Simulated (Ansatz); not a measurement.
Input file for ClH6InO2Si2 (`[SiH3][O][In]([Cl])[O][SiH3]`):

```yaml
crystal:
  periodic: [false, false, false]
  atoms:
    - {symbol: Si, position_ang: [-0.707999, 1.758715, -1.137312]}
    - {symbol: O, position_ang: [0.744427, 1.736300, -0.383246]}
    - {symbol: In, position_ang: [1.696757, 0.494521, 0.789830]}
    - {symbol: Cl, position_ang: [3.698147, 1.077337, 1.719801]}
    - {symbol: O, position_ang: [0.902938, -1.256019, 1.151273]}
    - {symbol: Si, position_ang: [-0.405242, -2.083206, 0.619453]}
    - {symbol: H, position_ang: [-0.630030, 1.075944, -2.457427]}
    - {symbol: H, position_ang: [-1.747096, 1.070123, -0.318322]}
    - {symbol: H, position_ang: [-1.115969, 3.172484, -1.341657]}
    - {symbol: H, position_ang: [-0.698331, -1.761592, -0.807231]}
    - {symbol: H, position_ang: [-1.608607, -1.746476, 1.427717]}
    - {symbol: H, position_ang: [-0.129004, -3.538111, 0.737119]}
basis:
  gaussian: {orbitals: def2-TZVPP}
correlation: {method: ccsd_t}
```

```sh
$ ansatz run in.yaml --threads 2 --pin off --events-out ev --progress --plain --max-ram 22528MiB --backend cuda --devices 0, --max-vram 18GiB
```

Log, shortened:

```
Functional definition: HF
2068 factors; integrals over basis functions are off by at most 8.7e-4 eV
mean field evaluation 1: about -37547.0408 eV, gradient 5.8e1 eV
mean field evaluation 2: about -37547.3008 eV, gradient 5.8e1 eV
mean field evaluation 4: about -37553.7558 eV, gradient 4.2e0 eV
mean field evaluation 8: about -37553.8385 eV, gradient 2.5e-1 eV
mean field -37553.83884401 eV, -1380.0781226111 hartree, gradient 2.4e-6 eV, S^2 0.000000; 0 other end points of the search recorded, 0 dependent functions left out
21 core orbitals not correlated: weight in the atoms' cores, before any rotation towards them, 1.000 or more for the frozen orbitals, at most 0.000 for the correlated occupied ones
reference -37553.83884401 eV, -1380.0781226111 hartree; 23, 23 occupied and 278, 278 virtual orbitals, 2068 factors
second order -32.30062056 eV of doubles, -0.00000000 eV of singles
cycle   1  -32.46677256 eV  change   -1.7e-1 eV  update   1.5e-1
cycle   2  -33.33037260 eV  change   -8.6e-1 eV  update   4.7e-2
cycle   3  -33.56821004 eV  change   -2.4e-1 eV  update   2.6e-2
cycle   4  -33.54905878 eV  change    1.9e-2 eV  update   6.8e-3
cycle   5  -33.54235618 eV  change    6.7e-3 eV  update   3.3e-3
cycle   6  -33.54416649 eV  change   -1.8e-3 eV  update   1.1e-3
cycle   7  -33.54388743 eV  change    2.8e-4 eV  update   4.8e-4
cycle   8  -33.54375313 eV  change    1.3e-4 eV  update   1.6e-4
cycle   9  -33.54386540 eV  change   -1.1e-4 eV  update   7.1e-5
cycle  10  -33.54387470 eV  change   -9.3e-6 eV  update   2.2e-5
perturbative correction -1.21790364 eV, -0.0447571333 hartree
Total energy: -37588.60062235 eV, -1381.3555944029 hartree
```

Run time 8.5 s (2 threads of an AMD EPYC 7R13 on a shared host and a share of an NVIDIA H100 80 GB); peak host memory 0.9 GiB.

MP2 recovers 92.9 % of the CCSD(T) correlation energy and the triples give 3.5 %; T1 = 0.0147.
